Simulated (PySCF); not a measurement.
Stepwise substitution at one centre (Ga Br-SH). Isolated molecules, 0 K electronic values unless said otherwise. One relaxed conformer stands for each flexible species; it need not be the lowest. Strings in code marks are SMILES.

All values below come from PBE-D3(BJ)/def2-TZVP // B3LYP-D3(BJ)/def2-TZVP in PySCF. Excitations are Tamm–Dancoff values on a coarser integration grid. The basis has no diffuse functions, so Rydberg states are missing or too high.

```csv
species,T1 excitation (TDA) (eV),HOMO (eV),S1–T1 gap (TDA) (eV),HOMO–LUMO gap (eV)
0 of 3 Br replaced by SH,4.03,-7.41,0.30,4.17
1 of 3 Br replaced by SH (`[SH][Ga]([Br])[Br]` (H–S–Ga–Br torsion 180°)),4.02,-7.01,0.30,4.20
2 of 3 Br replaced by SH,4.15,-6.69,0.29,4.33
3 of 3 Br replaced by SH (`[SH][Ga]([SH])[SH]`),4.31,-6.44,0.24,4.46
```
